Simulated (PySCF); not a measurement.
Ga(Cl)(SeH)2, SMILES [Cl][Ga]([SeH])[SeH] (H2ClGaSe2) at its PBE0/def2-SVP optimised geometry (Å):

```
6

Ga    -0.3979     0.4075     0.0000
Cl    -2.3659     1.2691    -0.0027
Se    -0.3001    -1.9051     0.0000
H      1.1720    -1.9051     0.0000
Se     1.3669     1.9051     0.0031
H      2.3659     0.8238     0.0066
```

Method: PBE0/def2-TZVP (PySCF). Cells within 0.4 Å of a nucleus heavier than hydrogen are left out (blank, or x).

Map of the deformation density (molecule minus spherical neutral atoms) (e/bohr³) on the plane z = 0.0 Å:

```
|22222222222222222222222222222|
|22222222222222222222222222222|
|22222222222222222222222222222|
|22222222222222222222222222222|
|22222222222222222222222222222|
|22222222222222222233222222222|
|22222222222222211345322222222|
|222222233222222113x2321222222|
|222222343322222222xx212222222|
|222211xx3332223442xx232222222|
|222222xx244322355312674222222|
|222224xx254211245323794122222|
|222223433541xx034323441122222|
|222223333321xx022222211122222|
|22222222222201122222221222222|
|22222222222233332222222222222|
|22222222222345432222222222222|
|22222222222355432222222222222|
|22222222211233113321222222222|
|2222222221122x125631122222222|
|222222222123xxx28941122222222|
|2222222222244x225521122222222|
|22222222222344222222222222222|
|22222222222232212222222222222|
|22222222222222222222222222222|
|22222222222222222222222222222|
|22222222222222222222222222222|
|22222222222222222222222222222|
|22222222222222222222222222222|
```
Scale: ten equal steps from -0.022 (start of '0') to 0.060 (end of '9'), in the order '0123456789'; x runs from -4.50 to 4.50, y from -4.50 (bottom) to 4.50 (top).
